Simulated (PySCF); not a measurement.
ClH5O2Si2, SMILES O[SiH](O)[SiH2]Cl.

Geometry optimised at PBE0-D3(BJ)/def2-SVP. The structure was generated by enumeration, and PubChem lists no compound with its InChIKey, so it may never have been made. Other conformers were not sampled.

Method: PBE0-D3(BJ)/def2-SVP in PySCF.

Frequencies are harmonic and unscaled.

Give all harmonic wavenumbers and intensities. (The exact figures need the calculation; the answer reports its results.)


```json
[
 {"mode": "1", "ν (cm⁻¹)": "44", "IR (km/mol)": "0.4", "moving atoms (share of kinetic energy)": "O 47 %, Cl 24 %, Si 16 %, H 14 %"},
 {"mode": "2", "ν (cm⁻¹)": "103", "IR (km/mol)": "3.4", "moving atoms (share of kinetic energy)": "Cl 48 %, O 36 %, Si 9 %"},
 {"mode": "3", "ν (cm⁻¹)": "146", "IR (km/mol)": "2.0", "moving atoms (share of kinetic energy)": "O 55 %, Si 23 %, H 21 %"},
 {"mode": "4", "ν (cm⁻¹)": "231", "IR (km/mol)": "55.5", "moving atoms (share of kinetic energy)": "H 55 %, O 30 %, Si 15 %"},
 {"mode": "5", "ν (cm⁻¹)": "271", "IR (km/mol)": "24.4", "moving atoms (share of kinetic energy)": "H 43 %, Si 34 %, O 16 %"},
 {"mode": "6", "ν (cm⁻¹)": "353", "IR (km/mol)": "80.1", "moving atoms (share of kinetic energy)": "O 49 %, Si 28 %, H 23 %"},
 {"mode": "7", "ν (cm⁻¹)": "404", "IR (km/mol)": "96.5", "moving atoms (share of kinetic energy)": "H 63 %, Si 28 %"},
 {"mode": "8", "ν (cm⁻¹)": "440", "IR (km/mol)": "66.3", "moving atoms (share of kinetic energy)": "H 43 %, Si 43 %, O 11 %"},
 {"mode": "9", "ν (cm⁻¹)": "485", "IR (km/mol)": "32.8", "moving atoms (share of kinetic energy)": "H 69 %, Si 25 %"},
 {"mode": "10", "ν (cm⁻¹)": "530", "IR (km/mol)": "39.2", "moving atoms (share of kinetic energy)": "Si 53 %, Cl 41 %"},
 {"mode": "11", "ν (cm⁻¹)": "672", "IR (km/mol)": "6.5", "moving atoms (share of kinetic energy)": "H 96 %"},
 {"mode": "12", "ν (cm⁻¹)": "721", "IR (km/mol)": "156.6", "moving atoms (share of kinetic energy)": "H 95 %"},
 {"mode": "13", "ν (cm⁻¹)": "790", "IR (km/mol)": "122.7", "moving atoms (share of kinetic energy)": "H 56 %, O 34 %, Si 10 %"},
 {"mode": "14", "ν (cm⁻¹)": "807", "IR (km/mol)": "157.7", "moving atoms (share of kinetic energy)": "H 85 %, O 8 %"},
 {"mode": "15", "ν (cm⁻¹)": "851", "IR (km/mol)": "32.1", "moving atoms (share of kinetic energy)": "H 59 %, O 30 %, Si 12 %"},
 {"mode": "16", "ν (cm⁻¹)": "889", "IR (km/mol)": "171.1", "moving atoms (share of kinetic energy)": "H 52 %, O 27 %, Si 21 %"},
 {"mode": "17", "ν (cm⁻¹)": "918", "IR (km/mol)": "257.5", "moving atoms (share of kinetic energy)": "H 90 %"},
 {"mode": "18", "ν (cm⁻¹)": "941", "IR (km/mol)": "96.2", "moving atoms (share of kinetic energy)": "H 69 %, Si 17 %, O 14 %"},
 {"mode": "19", "ν (cm⁻¹)": "963", "IR (km/mol)": "84.5", "moving atoms (share of kinetic energy)": "H 38 %, Si 36 %, O 26 %"},
 {"mode": "20", "ν (cm⁻¹)": "2233", "IR (km/mol)": "73.3", "moving atoms (share of kinetic energy)": "H 97 %"},
 {"mode": "21", "ν (cm⁻¹)": "2251", "IR (km/mol)": "99.1", "moving atoms (share of kinetic energy)": "H 96 %"},
 {"mode": "22", "ν (cm⁻¹)": "2253", "IR (km/mol)": "143.7", "moving atoms (share of kinetic energy)": "H 97 %"},
 {"mode": "23", "ν (cm⁻¹)": "3862", "IR (km/mol)": "95.7", "moving atoms (share of kinetic energy)": "H 94 %"},
 {"mode": "24", "ν (cm⁻¹)": "3912", "IR (km/mol)": "109.3", "moving atoms (share of kinetic energy)": "H 94 %"}
]
```
